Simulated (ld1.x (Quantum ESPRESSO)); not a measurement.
# titanium: variants of one RRKJ potential

Base potential:

```json
{
  "Element": "titanium",
  "Generator": "ld1.x (Quantum ESPRESSO) 7.5",
  "Type": "norm-conserving RRKJ (Kleinman–Bylander form)",
  "Functional": "LDA (PZ)",
  "Relativity": "scalar-relativistic",
  "Frozen core": "[Ne]",
  "Valence charge": "12",
  "Reference configuration": "3s2 3p6 3d2 4s1.75 4p0.25",
  "Partial waves": "3p (bound): rc 1.65 bohr; 3d (bound): rc 1.30 bohr; 3s (bound): rc 1.15 bohr",
  "Local potential": "the s channel",
  "Core correction": "none"
}
```

Occupied shells without a wave of their own: 4p, 4s. They enter only through the test configuration that unscreens the potential.

Cutoffs, loose and tight: the cutoffs (Ry, on a coarse ladder) from which the occupation-weighted sum of valence levels, in a spherical-Bessel basis at the reference potential, stays within 10 and 1 mRy of its value at 400 Ry. They do not see the model core or the augmentation charge, which bear on the density cutoff. Test errors are all-electron minus pseudo excitation energies from the reference, over the configurations 3s2 3p6 3d2 4s2 4p0; 3s2 3p6 3d2 4s1 4p0; 3s2 3p6 3d2 4s0 4p0; 3s2 3p5 3d2 4s2 4p0; 3s2 3p6 3d2 4s0 4p1; 3s1 3p6 3d2 4s2 4p0; 3s2 3p6 3d3 4s0 4p0 (two spin-polarised tests are not counted in the largest error). A dash means not determined; rows that change the core or the reference have their own tests.

| change | outcome | cutoff, loose | cutoff, tight | bound ghosts | largest test error (meV) |
| --- | --- | --- | --- | --- | --- |
| base | generated | 100 Ry | 160 Ry | none | -253 |
| all radii scaled by about 0.77 (s 0.88, p 1.28, d 1.00 bohr) | generated | 140 Ry | 230 Ry | none | -99 |
| all radii scaled by about 0.89 (s 1.02, p 1.46, d 1.16 bohr) | generated | 120 Ry | 200 Ry | none | -128 |
| all radii scaled by about 1.23 (s 1.42, p 2.04, d 1.60 bohr) | generated, misses its reference levels by 0.33 eV | 70 Ry | 90 Ry | none | -1000 |
| all radii scaled by about 1.36 (s 1.56, p 2.24, d 1.76 bohr) | generated, misses its reference levels by 0.50 eV | 50 Ry | 80 Ry | none | -1465 |

(1) What comes out with this change to the base: all radii scaled by about 1.14 (s 1.32, p 1.88, d 1.48 bohr)?

## Answers

(1) outcome: generated, misses its reference levels by 0.21 eV; cutoff, loose: 80 Ry; cutoff, tight: 100 Ry; bound ghosts: none; largest test error (meV): -649.

Reading the sweep of the scale of all radii (base = 1) (base included, trends over the rows without a ghost): The loose cutoff falls from 140 Ry at 0.77 to 50 Ry at 1.36. A larger radius leaves more room for a smooth pseudo-wave, so fewer plane waves are needed; a smaller one forces it to follow the all-electron wave where it bends sharply. The median size of the test errors (rows with all tests solved) rises from 33.1 meV at 0.77 to 475.0 meV at 1.36. More of the atom is replaced by a form fitted at one configuration, so other configurations suffer as the radius grows.
